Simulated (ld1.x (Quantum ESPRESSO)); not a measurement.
Transferability test, ultrasoft potential for germanium

- Element: germanium (Ge)
- Generator: ld1.x (Quantum ESPRESSO) 7.5
- Type: ultrasoft
- Functional: revPBE
- Relativity: scalar-relativistic
- Frozen core: [Ar] 3d10
- Valence charge: 4
- Reference configuration: 4s2 4p1 (charge +1)
- Partial waves: 4s (bound): rcut 1.55, rcutus 1.85 bohr; 4s channel at 0.2 Ry: rcut 1.55, rcutus 1.85 bohr; 4p (bound): rcut 1.85, rcutus 2.05 bohr; 4p channel at 0.5 Ry: rcut 1.85, rcutus 2.05 bohr; 4d channel at 0.4 Ry: rcut 1.60, rcutus 1.75 bohr
- Local potential: all-electron potential smoothed inside 1.06 bohr (lloc = -1)
- Core correction: Bessel-smoothed model core, default radius (core density twice the valence density)
- Augmentation charge: PSQ, radius 1.40 bohr

Energies are relative to the spin-unpolarised reference configuration 4s2 4p1; without spin polarisation the order of configurations can differ from experiment.

Give the all-electron excitation energy and the error of the potential for: 4s2 4p2; 4s2 4p0; 4s1 4p0; 4s1 4p3; 4s2 4p1.5; 4s2 4p2.3; 4s1 4p2.

```tsv
valence configuration	charge	ΔE all-electron (eV)	error AE − PS (meV)
4s2 4p2	0	-7.390	-4.5
4s2 4p0	+2	15.352	-26
4s1 4p0	+3	49.966	-245
4s1 4p3	0	0.555	-3.6
4s2 4p1.5	+0.5	-4.612	-1.5
4s2 4p2.3	-0.3	-8.261	-5.9
4s1 4p2	+1	8.695	-13
```

Levels in the configuration 4s2 4p1.5:

| level | all-electron (eV) | pseudo (eV) |
| --- | --- | --- |
| 4s | -15.530 | -15.514 |
| 4p | -7.331 | -7.324 |

Note: ghost state, extra bound levels that the all-electron valence spectrum of the same l lacks: s at -76.0 eV. A true bound ghost makes a file unfit for plane-wave use.
